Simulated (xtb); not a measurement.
CH7NSi2, SMILES C1N[SiH2][SiH2]1. All values are semi-empirical tight-binding results from xtb (GFN2-xTB unless named), good for trends rather than for accurate numbers. Coordinates come from a GFN2-xTB optimisation. This is a generated structure with no PubChem entry under its InChIKey; it may be hypothetical.

Optimised geometry:

Bonds (Å): C1–N2 1.457, C1–Si4 1.927, C1–H5 1.095, C1–H6 1.096, N2–Si3 1.718, N2–H7 1.007, Si3–Si4 2.320, Si3–H8 1.473, Si3–H9 1.471, Si4–H10 1.468, Si4–H11 1.468. Angles (°): N2–C1–Si4 97.0, N2–C1–H5 111.2, N2–C1–H6 111.4, Si4–C1–H5 115.5, Si4–C1–H6 114.7, H5–C1–H6 106.9, C1–N2–Si3 110.6, C1–N2–H7 117.9, Si3–N2–H7 131.3, N2–Si3–Si4 76.9, N2–Si3–H8 114.0, N2–Si3–H9 112.4, Si4–Si3–H8 120.9, Si4–Si3–H9 122.4, H8–Si3–H9 106.9, C1–Si4–Si3 75.4, C1–Si4–H10 111.4, C1–Si4–H11 111.5, Si3–Si4–H10 123.2, Si3–Si4–H11 123.1, H10–Si4–H11 106.9.
Charge 0, spin multiplicity 1.

Computed properties:
```yaml
orbital_gap: 3.86 eV
dipole_moment: 0.41 D
zero_point_energy: 46.5 kcal/mol
G − E(el) at 298.15 K (modified RRHO): 28.1 kcal/mol
static polarisability (D4 model): 75.6 bohr³
solvation energy, GFN2-xTB/ALPB(water): 0.1 kcal/mol
solvation energy, GFN2-xTB/ALPB(ch2cl2): -2.2 kcal/mol
```

Computed atomic charges and the Wiberg bond orders between heavy atoms:
charges (e) C1 -0.09, N2 -0.36, Si3 0.40, Si4 0.37, H5 -0.01, H6 -0.01, H7 0.12, H8 -0.11, H9 -0.11, H10 -0.10, H11 -0.10. Bond orders C1–N2 1.04, N2–Si3 1.18, C1–Si4 0.88, Si3–Si4 0.82.
